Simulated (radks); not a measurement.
Results of a calculation; reference values are marked as such.
Spherical quantum dot in the effective-mass picture: electrons in a parabolic well V = omega^2 r^2 / 2 with omega = 0.182, all in effective atomic units (hartree* = m*/eps^2 hartree, bohr* = eps/m* bohr), one dielectric constant everywhere. Level of theory: non-relativistic Kohn-Sham, LDA (Slater exchange, Perdew-Wang correlation), spin-polarised, spherical densities (a radial shooting solver with Libxc functionals). Levels are named by radial order and angular momentum (1s, 1p, 1d, 2s, ...), and open shells are averaged over m. Results are scaled to m* = 0.534 and eps = 17.6, for which hartree* = 46.91 meV and bohr* = 1.744 nm.

N = 5, configuration 1s2 1p(up 3, down 0). This is the lowest configuration that the search found. Occupied and some empty levels:

| level | occupation | eigenvalue (meV) | <r> (nm) |
|---|---|---|---|
| 1s up | 1 | 57.911 | 6.422 |
| 1s down | 1 | 59.759 | 6.393 |
| 1p up | 3 | 62.393 | 7.734 |
| 1p down | 0 | 64.274 | 7.845 |
| 1d up | 0 | 67.852 | 8.748 |
| 1d down | 0 | 69.576 | 8.911 |
| 2s up | 0 | 69.986 | 7.652 |
| 2s down | 0 | 71.181 | 7.743 |
| 1f up | 0 | 73.975 | 9.619 |
| 1f down | 0 | 75.478 | 9.796 |

Energy (meV): total 189.672, kinetic 28.141, external 73.692, Hartree 127.21, exchange-correlation -39.375.

Electron density:

| r (nm) | n(r) (e/nm^3) |
|---|---|
| 0.686 | 0.001526 |
| 1.83 | 0.001623 |
| 2.98 | 0.001754 |
| 4.12 | 0.001829 |
| 5.27 | 0.001758 |
| 6.41 | 0.001504 |
| 7.56 | 0.001113 |
| 8.70 | 0.0006986 |
| 9.85 | 0.0003669 |
| 11.0 | 0.0001598 |
| 12.1 | 0.00005771 |
| 13.3 | 0.00001730 |
| 14.4 | 4.336e-06 |
